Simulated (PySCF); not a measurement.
# Unknown compound

Molecular formula: C8H7Cl3. Simulated spectra:

1H NMR (500 MHz, computed): δ 6.88 (m, 2H), 6.85 (m, 2H), 5.87 (m, 2H), 3.83 (m, 1H).

13C{1H} NMR (computed): δ 140.2 (CH, 2C), 137.9 (CH, 2C), 131.5 (CH, 2C), 130.0 (C), 64.1 (CH).

Equivalent nuclei averaged, relativity neglected, one computed conformer, in vacuum. Geometry: GFN2-xTB; NMR shieldings at PBE0/pcSseg-1/GIAO; PySCF 2.14.

δ = σ(ref) − σ, references computed at the same level: 1H, 13C against TMS.

Problem. Deduce the structure.

Solution. 
1. Rings plus π bonds: 4 (1 ring in the answer).
2. 5 carbon signals for 8 carbons: some carbons are equivalent by symmetry or fast rotation.
3. Carbon types of the structure: 1 × C, 7 × CH, which accounts for all hydrogens.
4. δC 140.2, 137.9, 131.5: alkene CH; an sp2 carbon of a C=C bond.
5. δC 130.0: fully substituted sp3 carbon bonded to 3 Cl; 3 electronegative neighbours deshield it.
6. δC 64.1: allylic sp3 CH.
7. δH 6.88, 6.85, 5.87: hydrogen on an alkene CH; olefinic region.
8. δH 3.83: hydrogen on an allylic sp3 CH.

Structure: SMILES ClC(Cl)(Cl)C1C=CC=CC=C1.

This is the structure that produced the data.

Carbons that carry Cl, above all several Cl atoms, come out too deshielded, partly because spin–orbit coupling is missing. Shifts are as computed. Against solution values, carbons near 30 ppm lie about +3 ppm off and those near 130 ppm about +5 ppm; carbons on Cl a further +6 ppm. Of 1211 compounds with measured shifts, 218 miss one by over three times the rms of a fit or turn the order of signals round; such compounds aren't used in these exercises. Multiplicities follow the n + 1 count of equivalent neighbours, as no J values were calculated; m marks all less simple cases, F and P coupling included.
